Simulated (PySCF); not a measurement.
Excitations are Tamm–Dancoff values on a coarser integration grid. The basis has no diffuse functions, so Rydberg states are missing or too high.

## CH₅In, SMILES `[CH3][InH2]` (charge 0, multiplicity 1)

All values below come from TPSSh-D3(BJ)/def2-TZVP // B3LYP-D3(BJ)/def2-TZVP (PySCF).

| Property | Value |
|---|---|
| HOMO | -6.91 eV |
| dipole moment | 0.70 D |
| LUMO | -1.83 eV |
| HOMO–LUMO gap | 5.08 eV |
| S1 excitation (TDA) | 4.55 eV |
| S1 oscillator strength | 0.000 |
| brightest of the four lowest singlets (TDA) | 6.84 eV |
| T1 excitation (TDA) | 4.29 eV |
| S1–T1 gap (TDA) | 0.26 eV |
| total energy | -231.1712 Ha |
| cost | around 90 core-seconds (rough) |

```xyz
7

C     -1.0198    -0.0480     0.0206
In     1.1502     0.0747    -0.0286
H     -1.3331    -0.5449     0.9405
H     -1.4761     0.9391    -0.0225
H     -1.3758    -0.6477    -0.8181
H      2.0930    -1.3830    -0.1127
H      1.9616     1.6097     0.0207
```
